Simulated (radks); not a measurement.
Q: Radial electron density D(r) = 4 pi r^2 rho(r) of an atom or ion with 43.25 electrons. All-electron calculation, scalar-relativistic Kohn-Sham, PBE, spin-polarised, spherical densities, finite nucleus; Fermi nuclear charge, rms radius of each element as measured or else 0.836 A^(1/3) + 0.57 fm. Program: a radial shooting solver on a logarithmic mesh with Libxc functionals.

r (bohr)  D(r) (e/bohr)    spin D(r)
0.001088          1.340  -0.00000632
0.001417          2.138   -0.0000101
0.001845          3.380   -0.0000159
0.002403          5.279   -0.0000248
0.003129          8.119   -0.0000380
0.004074          12.24   -0.0000571
0.005305          17.96   -0.0000835
0.006963          25.74    -0.000119
0.009067          34.91    -0.000160
0.01181           44.72    -0.000205
0.01537           53.32    -0.000245
0.02002           58.27    -0.000275
0.02607           57.89    -0.000279
0.03394           53.44    -0.000185
0.0442            50.30     0.000383
0.05755           54.80      0.00279
0.07494           66.47       0.0107
0.09758           74.02       0.0311
0.1271            66.60       0.0715
0.1668            51.75        0.129
0.2172            50.36        0.168
0.2828            58.48        0.136
0.3682            51.42       0.0379
0.4794            29.07      0.00400
0.6243            16.11        0.182
0.8129            16.70        0.504
1.059             15.50        0.672
1.378             9.125        0.538
1.795             3.597        0.272
2.337            0.9959       0.0850
3.043            0.1805       0.0151
3.963           0.01726      0.00127

What is the nuclear charge?

A: Z = 46. The innermost maximum, from 1s, lies near gamma/Z bohr with gamma = sqrt(1 - (Z/c)^2) = 0.942, here 0.0205 bohr (found: 0.0224), and its height grows with Z. The density is that of the palladium ion Pd2.75+ in [Kr] 4d(up 4, down 3.25); the configuration itself is not fixed sharply by these data, and Z only to a few units. D(r) has 4 maxima, at r = 0.0224, 0.0984, 0.299, 0.888 bohr, and minima at 0.0442, 0.194, 0.676 bohr, inside which lie 2.01, 11.16, 29.02 electrons.
